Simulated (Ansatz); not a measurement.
Born–Oppenheimer molecular dynamics of AlCl2H5OSi (10 atoms, charge 0, multiplicity 1). It starts at the highest image of a converged band, a first-order saddle point between two minima.

These are results of Ansatz 0.2.0, RKS BLYP-D4/def2-SVP, not measurements.

- ensemble: NVE (velocity Verlet)
- time step: 0.5 fs
- steps asked: 200
- starting velocities drawn for: 300 K
- seed: 8282

Frames 0.5 fs apart, positions in Å, forces in eV/Å.

Velocities at 20 fs (Å/ps):

```
Al 0.29 -7.39 -3.48
H 15.61 39.83 55.06
Cl -0.43 0.31 0.71
Cl -0.57 -0.12 0.45
O -0.04 0.67 2.15
Si 0.44 5.29 -3.85
H -6.03 9.38 13.33
H 1.57 -14.81 19.56
H -5.05 -25.18 -3.03
H 9.45 23.64 40.51
```

```xyz
10
Properties=species:S:1:pos:R:3:forces:R:3 time_fs=20 energy_less_start_eV=-0.308 T=598
Al 0.067 -0.175 -0.151 0.28 -1.95 -0.32
H 0.385 0.052 1.984 -0.13 -0.47 -0.18
Cl 1.940 0.512 -0.975 -0.71 -0.09 0.49
Cl -1.769 0.534 -1.004 0.49 -0.02 0.48
O 0.031 -1.920 0.441 -0.41 0.67 -0.62
Si -0.762 -3.385 0.028 0.52 0.52 -0.69
H -0.132 -4.636 0.606 0.16 0.41 0.00
H -2.178 -3.410 0.496 -0.16 0.14 0.02
H -0.696 -3.465 -1.506 -0.15 -0.13 0.53
H 0.267 -0.750 1.792 0.11 0.91 0.28
10
Properties=species:S:1:pos:R:3:forces:R:3 time_fs=20.5 energy_less_start_eV=-0.322 T=612
Al 0.067 -0.179 -0.152 0.27 -1.91 -0.32
H 0.393 0.072 2.011 -0.15 -0.62 -0.24
Cl 1.939 0.512 -0.975 -0.71 -0.10 0.49
Cl -1.770 0.534 -1.004 0.50 -0.02 0.48
O 0.031 -1.920 0.442 -0.40 0.72 -0.63
Si -0.761 -3.382 0.026 0.44 0.43 -0.59
H -0.135 -4.631 0.612 0.18 0.41 -0.01
H -2.177 -3.418 0.506 -0.12 0.17 -0.02
H -0.699 -3.478 -1.507 -0.14 -0.09 0.53
H 0.272 -0.737 1.812 0.13 1.01 0.31
10
Properties=species:S:1:pos:R:3:forces:R:3 time_fs=21 energy_less_start_eV=-0.338 T=627
Al 0.067 -0.183 -0.154 0.26 -1.88 -0.33
H 0.400 0.090 2.038 -0.17 -0.70 -0.28
Cl 1.939 0.513 -0.974 -0.72 -0.10 0.49
Cl -1.770 0.534 -1.004 0.51 -0.03 0.48
O 0.031 -1.919 0.443 -0.39 0.76 -0.65
Si -0.761 -3.380 0.024 0.36 0.35 -0.48
H -0.137 -4.625 0.619 0.20 0.40 -0.03
H -2.177 -3.424 0.516 -0.07 0.20 -0.07
H -0.702 -3.491 -1.506 -0.14 -0.05 0.52
H 0.277 -0.721 1.834 0.14 1.06 0.34
10
Properties=species:S:1:pos:R:3:forces:R:3 time_fs=21.5 energy_less_start_eV=-0.358 T=646
Al 0.067 -0.187 -0.156 0.25 -1.85 -0.34
H 0.407 0.106 2.064 -0.17 -0.74 -0.31
Cl 1.939 0.513 -0.974 -0.72 -0.11 0.50
Cl -1.770 0.534 -1.003 0.52 -0.04 0.49
O 0.031 -1.919 0.444 -0.39 0.80 -0.67
Si -0.761 -3.377 0.021 0.28 0.28 -0.36
H -0.139 -4.618 0.625 0.23 0.38 -0.03
H -2.177 -3.431 0.526 -0.02 0.23 -0.11
H -0.705 -3.504 -1.505 -0.13 -0.02 0.49
H 0.282 -0.704 1.856 0.14 1.07 0.35
10
Properties=species:S:1:pos:R:3:forces:R:3 time_fs=22 energy_less_start_eV=-0.381 T=668
Al 0.067 -0.191 -0.158 0.24 -1.81 -0.35
H 0.414 0.120 2.089 -0.18 -0.76 -0.33
Cl 1.938 0.513 -0.974 -0.72 -0.11 0.50
Cl -1.770 0.534 -1.003 0.54 -0.04 0.49
O 0.031 -1.918 0.445 -0.38 0.83 -0.70
Si -0.760 -3.374 0.019 0.19 0.22 -0.22
H -0.140 -4.610 0.632 0.25 0.35 -0.04
H -2.177 -3.437 0.535 0.04 0.26 -0.16
H -0.709 -3.517 -1.502 -0.12 0.01 0.44
H 0.288 -0.683 1.879 0.15 1.06 0.36
10
Properties=species:S:1:pos:R:3:forces:R:3 time_fs=22.5 energy_less_start_eV=-0.407 T=694
Al 0.068 -0.196 -0.160 0.22 -1.78 -0.36
H 0.420 0.133 2.114 -0.17 -0.72 -0.33
Cl 1.938 0.513 -0.973 -0.72 -0.12 0.51
Cl -1.770 0.534 -1.003 0.55 -0.05 0.50
O 0.030 -1.917 0.445 -0.38 0.85 -0.72
Si -0.760 -3.371 0.017 0.11 0.17 -0.07
H -0.141 -4.601 0.638 0.28 0.32 -0.04
H -2.176 -3.442 0.544 0.08 0.28 -0.20
H -0.713 -3.530 -1.498 -0.11 0.04 0.37
H 0.294 -0.660 1.903 0.14 1.01 0.35
10
Properties=species:S:1:pos:R:3:forces:R:3 time_fs=23 energy_less_start_eV=-0.436 T=721
Al 0.068 -0.200 -0.162 0.21 -1.74 -0.38
H 0.425 0.144 2.138 -0.14 -0.58 -0.30
Cl 1.938 0.513 -0.972 -0.72 -0.12 0.51
Cl -1.770 0.534 -1.002 0.56 -0.06 0.50
O 0.030 -1.916 0.446 -0.37 0.87 -0.75
Si -0.760 -3.369 0.015 0.03 0.12 0.09
H -0.141 -4.592 0.645 0.30 0.28 -0.04
H -2.176 -3.446 0.552 0.13 0.30 -0.24
H -0.717 -3.543 -1.494 -0.10 0.07 0.29
H 0.301 -0.635 1.927 0.12 0.85 0.31
10
Properties=species:S:1:pos:R:3:forces:R:3 time_fs=23.5 energy_less_start_eV=-0.462 T=747
Al 0.068 -0.205 -0.164 0.19 -1.69 -0.40
H 0.430 0.153 2.161 -0.09 -0.27 -0.22
Cl 1.937 0.513 -0.972 -0.72 -0.12 0.52
Cl -1.771 0.534 -1.002 0.57 -0.06 0.50
O 0.030 -1.915 0.446 -0.36 0.89 -0.77
Si -0.759 -3.366 0.013 -0.05 0.08 0.25
H -0.141 -4.581 0.651 0.33 0.24 -0.04
H -2.175 -3.450 0.560 0.17 0.32 -0.28
H -0.721 -3.556 -1.488 -0.09 0.10 0.20
H 0.308 -0.607 1.953 0.07 0.52 0.23
10
Properties=species:S:1:pos:R:3:forces:R:3 time_fs=24 energy_less_start_eV=-0.481 T=765
Al 0.068 -0.210 -0.166 0.18 -1.64 -0.42
H 0.436 0.162 2.183 -0.01 0.20 -0.09
Cl 1.936 0.513 -0.971 -0.72 -0.13 0.52
Cl -1.771 0.534 -1.001 0.58 -0.07 0.50
O 0.029 -1.914 0.447 -0.36 0.90 -0.79
Si -0.759 -3.363 0.011 -0.12 0.05 0.41
H -0.139 -4.570 0.657 0.35 0.20 -0.03
H -2.174 -3.453 0.568 0.19 0.34 -0.31
H -0.726 -3.569 -1.482 -0.08 0.12 0.11
H 0.315 -0.579 1.979 -0.01 0.04 0.10
10
Properties=species:S:1:pos:R:3:forces:R:3 time_fs=24.5 energy_less_start_eV=-0.488 T=772
Al 0.069 -0.215 -0.168 0.16 -1.57 -0.45
H 0.441 0.171 2.205 0.08 0.76 0.07
Cl 1.936 0.513 -0.971 -0.72 -0.13 0.52
Cl -1.771 0.534 -1.001 0.59 -0.08 0.51
O 0.029 -1.913 0.447 -0.35 0.90 -0.80
Si -0.759 -3.360 0.009 -0.17 0.02 0.57
H -0.137 -4.559 0.663 0.37 0.16 -0.03
H -2.173 -3.455 0.574 0.21 0.35 -0.34
H -0.731 -3.581 -1.476 -0.07 0.14 0.01
H 0.322 -0.550 2.005 -0.11 -0.54 -0.06
10
Properties=species:S:1:pos:R:3:forces:R:3 time_fs=25 energy_less_start_eV=-0.485 T=769
Al 0.069 -0.220 -0.170 0.15 -1.49 -0.47
H 0.446 0.182 2.228 0.18 1.30 0.22
Cl 1.935 0.513 -0.970 -0.72 -0.14 0.52
Cl -1.770 0.534 -1.000 0.60 -0.09 0.51
O 0.028 -1.911 0.447 -0.34 0.89 -0.81
Si -0.758 -3.357 0.007 -0.22 -0.01 0.73
H -0.134 -4.547 0.669 0.39 0.11 -0.02
H -2.171 -3.457 0.580 0.22 0.37 -0.36
H -0.736 -3.593 -1.470 -0.06 0.15 -0.09
H 0.328 -0.522 2.031 -0.20 -1.11 -0.23
10
Properties=species:S:1:pos:R:3:forces:R:3 time_fs=25.5 energy_less_start_eV=-0.482 T=767
Al 0.069 -0.226 -0.172 0.14 -1.39 -0.50
H 0.452 0.196 2.251 0.24 1.68 0.33
Cl 1.934 0.514 -0.969 -0.72 -0.14 0.53
Cl -1.770 0.533 -1.000 0.61 -0.09 0.51
O 0.028 -1.909 0.447 -0.33 0.88 -0.81
Si -0.758 -3.354 0.005 -0.25 -0.04 0.88
H -0.130 -4.535 0.675 0.40 0.07 -0.02
H -2.168 -3.457 0.585 0.22 0.38 -0.38
H -0.741 -3.605 -1.464 -0.05 0.17 -0.19
H 0.335 -0.497 2.057 -0.27 -1.51 -0.35
```

Of the whole run (100 fs, mean temperature of the second half 625 K): The conserved energy stayed within 0.11 meV per atom of its start (net change 0.016 meV per atom), so the integration is sound. The kinetic energy rose, since the run started high on the potential surface and went downhill. It ends in pieces (AlCl2H3OSi + H2), so much of that is their flight and rotation, not heat. A run of 0.1 ps of so small a system gives no equilibrium averages. The orbitals stay closed-shell, which can raise the energy where a bond breaks towards radicals; this wasn't checked here.

Time of the run: 4.2 min on 4 threads of Arm Neoverse V2, with other jobs on the host, peak memory 0.16 GiB.
